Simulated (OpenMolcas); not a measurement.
# Levels of Eu4+ by method

| Item | Value |
| --- | --- |
| Program | OpenMolcas 26.06 |
| Basis | ANO-RCC-VTZP [8s7p5d3f2g1h] |
| Scalar Hamiltonian | DKH2, point nucleus |
| Active space | 5 electrons in 7 orbitals (4f) |
| State averaging | 2S+1 = 6 odd, 21 roots; 2S+1 = 4 odd, 224 roots (128 in the spin-orbit step); 2S+1 = 2 odd, 249 roots kept (CI in the orbitals of an earlier block, 143 in the spin-orbit step) |
| Spin-orbit coupling | RASSI with atomic mean-field integrals over the reference wave functions, term energies averaged over their components |

Methods on the same reference wave functions:
A. CASSCF
B. SS-CASPT2, IPEA 0.25 Eh, imaginary shift 0.1 Eh (closed shells correlated: 5s 5p)
C. MS-CASPT2, IPEA 0.25 Eh, imaginary shift 0.1 Eh (closed shells correlated: 5s 5p)

Energies in cm-1 above 4f5 6H* 5/2.

```
                 Level      A      B      C
           4f5 6H* 5/2    0.0    0.0    0.0
           4f5 6H* 7/2   1391   1432   1432
           4f5 6H* 9/2   3020   3090   3090
          4f5 6H* 11/2   4811   4890   4890
          4f5 6H* 13/2   6706   6780   6780
          4f5 6H* 15/2   8664   8700   8700
           4f5 6F* 1/2   9152   7960   7960
           4f5 6F* 3/2   9472   8260   8260
           4f5 6F* 5/2  10138   8910   8910
           4f5 6F* 7/2  11302  10090  10090
           4f5 6F* 9/2  12900  11710  11710
          4f5 6F* 11/2  14797  13620  13620
        4f5 4F* 3/2(1)  24691  22200  22200
   4f5 4M* 15/2 [71 %]  26384  26000  26000
 4f5 4G* 7/2(1) [58 %]  26705  24200  24200
        4f5 4I* 9/2(1)  27153  25420  25420
4f5 4I* 11/2(1) [74 %]  27774  26130  26130
4f5 4I* 13/2(1) [56 %]  28550  26970  26970
          4f5 4M* 17/2  28587  28310  28310
 4f5 4F* 5/2(1) [50 %]  29572  27050  27050
4f5 4I* 15/2(1) [55 %]  30085  28700  28700
 4f5 4G* 9/2(1) [71 %]  30247  27710  27710
          4f5 4M* 19/2  30570  30350  30350
          4f5 4M* 21/2  32244  32090  32090
```

Between B and C no level of the table moves by more than 5 cm-1.

From A to B the spin-free energies of the other terms of 4f5 shown, above 6H*, scale by factors of 0.83 to 0.99.

The lowest spin-free term lies below A's lowest term by 0.382 hartree in B, 0.382 hartree in C.

Term energies are means over components that CASPT2 splits; among the terms shown or strongly mixed into the levels shown the widest spread is 210 cm-1 (4f5 6H*, C). High states are left out of the spin-orbit mixing, which shifts the levels that they would mix with. Without dynamic correlation excited terms often stand tens of per cent too high (terms of higher spin than the ground term too low), and those without a measured partner can miss by more than the paired ones (holds for A). Blocks of more than 70 roots (2S+1 = 4 odd, 2 odd) ran without multistate coupling (holds for C). Only configurations of the active space appear. The table leaves out levels that lie high or whose names do not pair safely across all columns.

A share in square brackets marks a mixed level and gives the weight of the term that names it, the lowest over the columns. A number in round brackets counts repeated terms of one configuration in the order of the reference energies. * marks odd parity.
